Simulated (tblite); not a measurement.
Compound: C3H4ClNSi.
Atom-mapped SMILES: `[CH2:1]=[C:2]1[CH:3]=[N:4][Si@@H:5]1[Cl:6]` (hydrogens: H7, H8 on C1; H9 on C3; H10 on Si5)

Computed geometry: GFN2-xTB, gas phase.

Question: List the bond lengths, angles and torsions at this level.

Answer: 
```json
{"bond": "C1=C2", "length (Å)": "1.325", "order": "double"}
{"bond": "C2–C3", "length (Å)": "1.459", "order": "single"}
{"bond": "C3=N4", "length (Å)": "1.287", "order": "double"}
{"bond": "N4–Si5", "length (Å)": "1.796", "order": "single"}
{"bond": "Si5–Cl6", "length (Å)": "2.004", "order": "single"}
{"bond": "C2–Si5", "length (Å)": "1.917", "order": "single"}
{"bond": "C1–H7", "length (Å)": "1.078", "order": "single"}
{"bond": "C1–H8", "length (Å)": "1.081", "order": "single"}
{"bond": "C3–H9", "length (Å)": "1.081", "order": "single"}
{"bond": "Si5–H10", "length (Å)": "1.449", "order": "single"}
```

Orders are formal, as drawn. A selection of angles:
```json
{"angle": "C2–C1–H7", "degrees": "122.0"}
{"angle": "C2–C1–H8", "degrees": "121.6"}
{"angle": "H7–C1–H8", "degrees": "116.4"}
{"angle": "C1–C2–C3", "degrees": "130.9"}
{"angle": "C1–C2–Si5", "degrees": "144.8"}
{"angle": "C3–C2–Si5", "degrees": "84.1"}
{"angle": "C2–C3–N4", "degrees": "108.1"}
{"angle": "C2–C3–H9", "degrees": "128.9"}
{"angle": "N4–C3–H9", "degrees": "123.1"}
{"angle": "C3–N4–Si5", "degrees": "94.3"}
{"angle": "N4–Si5–Cl6", "degrees": "115.5"}
{"angle": "N4–Si5–H10", "degrees": "114.8"}
{"angle": "Cl6–Si5–H10", "degrees": "111.6"}
{"angle": "C2–Si5–N4", "degrees": "73.5"}
{"angle": "C2–Si5–Cl6", "degrees": "118.4"}
{"angle": "C2–Si5–H10", "degrees": "118.0"}
```

Torsions: C1–C2–C3–N4 -174° (antiperiplanar); C2–C3–N4–Si5 -2° (synperiplanar); C3–N4–Si5–Cl6 116° (anticlinal); C1–C2–Si5–N4 173° (antiperiplanar).

The 4-membered ring C2–C3–N4–Si5 has internal angles of 73.5° to 108.1°; it is almost planar, 0.01 Å rms from its mean plane, widest ring torsion 2°. The 2 C–C bonds span 1.325 Å (C1=C2, drawn double) to 1.459 Å (C2–C3, drawn single), a spread of 0.134 Å. Si5 (chlorine-bound silicon) has angles from 73.5° to 118.4°.

Point group: C1 (no symmetry element, even within 0.4 Å). Its GFN2-xTB frequencies are all real (lowest 86 cm⁻¹).
